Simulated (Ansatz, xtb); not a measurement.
Pulling on the Sn1–H2 bond in H4Sn (SMILES [SnH4]) (multiplicity 1 held, fragments rigid). Energies count from the point at 1.709 Å.
Geometry at that point (charge 0, multiplicity 1):
```tsv
atom	x (Å)	y (Å)	z (Å)
Sn	0.0000	0.0000	0.0000
H	1.3017	0.6999	-0.8572
H	0.6024	-0.8591	1.3484
H	-1.0572	1.2310	0.5349
H	-0.8469	-1.0719	-1.0261
```

R- and RO- levels are restricted; in cc, def2 and unpolarised 6-31G sets they are followed outwards from rest. Active spaces are followed from a long bond inwards. Curves can end on different states.

Correlated levels freeze the cores. Filled d and f shells under p-block atoms count as core.

Run with Ansatz (Gaussian orbitals); xtb for the GFN methods. Each number belongs to the level named beside it. In def2 rows elements past Kr take small-core potentials, without spin–orbit coupling. The GFN methods have no spin term and hold the electronic entropy of 300 K.

Energies in eV.

```json
[
 {"R (Å)": "1.367", "GFN2-xTB": "0.99", "R-PBE/def2-TZVPP": "1.34", "R-wB97X-V/def2-TZVPP": "1.30", "R-CCSD(T)/def2-TZVPP": "1.44", "FIC-MRCISD+Q on CASSCF(2,2)/def2-TZVPP": "1.44"},
 {"R (Å)": "1.538", "GFN2-xTB": "0.08", "R-PBE/def2-TZVPP": "0.27", "R-wB97X-V/def2-TZVPP": "0.24", "R-CCSD(T)/def2-TZVPP": "0.29", "FIC-MRCISD+Q on CASSCF(2,2)/def2-TZVPP": "0.29"},
 {"R (Å)": "1.709", "GFN2-xTB": "0.00", "R-PBE/def2-TZVPP": "0.00", "R-wB97X-V/def2-TZVPP": "0.00", "R-CCSD(T)/def2-TZVPP": "0.00", "FIC-MRCISD+Q on CASSCF(2,2)/def2-TZVPP": "0.00"},
 {"R (Å)": "1.879", "GFN2-xTB": "0.18", "R-PBE/def2-TZVPP": "0.14", "R-wB97X-V/def2-TZVPP": "0.19", "R-CCSD(T)/def2-TZVPP": "0.14", "FIC-MRCISD+Q on CASSCF(2,2)/def2-TZVPP": "0.15"},
 {"R (Å)": "2.050", "GFN2-xTB": "0.46", "R-PBE/def2-TZVPP": "0.48", "R-wB97X-V/def2-TZVPP": "0.59", "R-CCSD(T)/def2-TZVPP": "0.50", "FIC-MRCISD+Q on CASSCF(2,2)/def2-TZVPP": "0.51"},
 {"R (Å)": "2.307", "GFN2-xTB": "0.95", "R-PBE/def2-TZVPP": "1.11", "R-wB97X-V/def2-TZVPP": "1.33", "R-CCSD(T)/def2-TZVPP": "1.17", "FIC-MRCISD+Q on CASSCF(2,2)/def2-TZVPP": "1.17"},
 {"R (Å)": "2.563", "GFN2-xTB": "1.47", "R-PBE/def2-TZVPP": "1.76", "R-wB97X-V/def2-TZVPP": "2.10", "R-CCSD(T)/def2-TZVPP": "1.82", "FIC-MRCISD+Q on CASSCF(2,2)/def2-TZVPP": "1.82"},
 {"R (Å)": "2.990", "GFN2-xTB": "2.23", "R-PBE/def2-TZVPP": "2.67", "R-wB97X-V/def2-TZVPP": "3.24", "R-CCSD(T)/def2-TZVPP": "2.65", "FIC-MRCISD+Q on CASSCF(2,2)/def2-TZVPP": "2.65"},
 {"R (Å)": "3.417", "GFN2-xTB": "2.80", "R-PBE/def2-TZVPP": "3.34", "R-wB97X-V/def2-TZVPP": "4.16", "R-CCSD(T)/def2-TZVPP": "3.10", "FIC-MRCISD+Q on CASSCF(2,2)/def2-TZVPP": "3.11"},
 {"R (Å)": "3.930", "GFN2-xTB": "3.26", "R-PBE/def2-TZVPP": "3.87", "R-wB97X-V/def2-TZVPP": "5.00", "R-CCSD(T)/def2-TZVPP": "3.23", "FIC-MRCISD+Q on CASSCF(2,2)/def2-TZVPP": "3.33"},
 {"R (Å)": "4.613", "GFN2-xTB": "3.58", "R-PBE/def2-TZVPP": "4.27", "R-wB97X-V/def2-TZVPP": "5.77", "R-CCSD(T)/def2-TZVPP": "3.13", "FIC-MRCISD+Q on CASSCF(2,2)/def2-TZVPP": "3.41"},
 {"R (Å)": "5.467", "GFN2-xTB": "3.70", "R-PBE/def2-TZVPP": "4.49", "R-wB97X-V/def2-TZVPP": "6.37", "R-CCSD(T)/def2-TZVPP": "3.01", "FIC-MRCISD+Q on CASSCF(2,2)/def2-TZVPP": "3.43"}
]
```

Doubts at one or more of the structures used: a restricted determinant that unrestricted orbitals would lower (R-PBE/def2-TZVPP, R-wB97X-V/def2-TZVPP, R-CCSD(T)/def2-TZVPP); other coupled-cluster roots lie near (R-CCSD(T)/def2-TZVPP); T1 above 0.05 (R-CCSD(T)/def2-TZVPP).

Ansatz is a first-principles code.
